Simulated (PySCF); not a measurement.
This PySCF input asks for the NMR shieldings of SMILES COCC[C@]12C[C@H](C1)[C@@H]2F, C₈H₁₃FO; the geometry comes from GFN2-xTB.

```python
import basis_set_exchange as bse
import numpy as np
from pyscf import gto, dft
from pyscf.prop import nmr

atoms = """
C     3.460741    2.294170    0.084420
O     2.267736    1.668303    0.471412
C     1.257908    1.747798   -0.507206
C    -0.007991    1.078304    0.021399
C     0.226180   -0.369698    0.361860
C     0.990946   -1.430234   -0.458865
C     0.513628   -2.170392    0.801002
C    -0.838782   -1.456935    0.624405
C     0.978480   -0.934534    1.578836
F     0.417255   -0.729769    2.814656
H     3.313415    3.369074   -0.082180
H     3.864630    1.851283   -0.835660
H     4.168272    2.147901    0.897953
H     1.048513    2.802024   -0.749986
H     1.590936    1.246853   -1.431060
H    -0.787985    1.154230   -0.739528
H    -0.341376    1.599343    0.920789
H     0.533801   -1.735337   -1.396456
H     2.064060   -1.288212   -0.568415
H     0.680754   -3.208712    1.060676
H    -1.447978   -1.336349    1.515453
H    -1.441441   -1.760654   -0.228397
H     2.043711   -0.728542    1.674668
"""
names = dict.fromkeys(["C", "O", "F", "H"], "pcSseg-1")
basis = {el: gto.basis.parse(bse.get_basis(n, elements=[el], fmt="nwchem")) for el, n in names.items()}
mol = gto.M(atom=atoms, basis=basis, charge=0, verbose=0)
mf = dft.RKS(mol, xc="PBE0")
mf.grids.level = 2
mf.grids.alignment = dft.numint.BLKSIZE   # the property module wants whole blocks of grid points
mf.conv_tol = 1e-9
mf.kernel()

calc = nmr.RKS(mf)   # GIAO
C = mf.mo_coeff
Co = C[:, mf.mo_occ > 0]
resp = mf.gen_response(singlet=True, hermi=2)
def vind(x):   # induced exchange potential for any number of trial vectors
    d = np.einsum("pi,xij,qj->xpq", C, 2 * x.reshape(-1, C.shape[1], Co.shape[1]), Co, optimize=True)
    return np.einsum("xpq,pi,qj->xij", resp(d - d.transpose(0, 2, 1)), C, Co, optimize=True).ravel()
mo1, _ = nmr.rhf.solve_mo1(calc, with_cphf=vind)
sigma = calc.kernel(mo1)
for i, s in enumerate(sigma):   # ppm
    print("%2d %-2s %9.2f" % (i, mol.atom_pure_symbol(i), np.trace(s) / 3))
```

Question: Give the expected output.

Answer: 
```
 0 C     125.59
 1 O     309.58
 2 C     111.46
 3 C     155.19
 4 C     135.94
 5 C     151.64
 6 C     151.22
 7 C     142.04
 8 C      84.79
 9 F     384.90
10 H      28.41
11 H      28.48
12 H      27.79
13 H      28.23
14 H      28.35
15 H      30.48
16 H      29.47
17 H      30.51
18 H      30.74
19 H      29.13
20 H      29.17
21 H      30.27
22 H      26.97
```

These numbers come from an equivalent density-fitted implementation of the same equations, which agrees with the script to about 0.01 ppm for H and up to a few tenths of a ppm for heavy atoms, so last digits may differ.

Size and cost of the density-fitted run: 235 basis functions, 2.1 min wall time on 1 thread of an Arm Neoverse N1, shared host; peak memory 1.1 GiB.
